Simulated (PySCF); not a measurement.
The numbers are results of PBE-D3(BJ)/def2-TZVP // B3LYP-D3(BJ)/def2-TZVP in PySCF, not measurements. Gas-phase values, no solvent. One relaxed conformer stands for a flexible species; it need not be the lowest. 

Reference species (SMILES): `C=[Si](C)O` (C–Si–O–H torsion 0°) (neutral, multiplicity 1).

```
Item             Result
-------------  --------
HOMO           -4.82 eV
HOMO–LUMO gap   4.22 eV
```

Changed species: `C(=[SiH2])OC` (C–O–C–Si torsion 0°).

Give the shifts of the HOMO and HOMO–LUMO gap.

the HOMO goes up by 0.04 eV, to -4.78 eV; the HOMO–LUMO gap falls by 0.99 eV, to 3.23 eV.
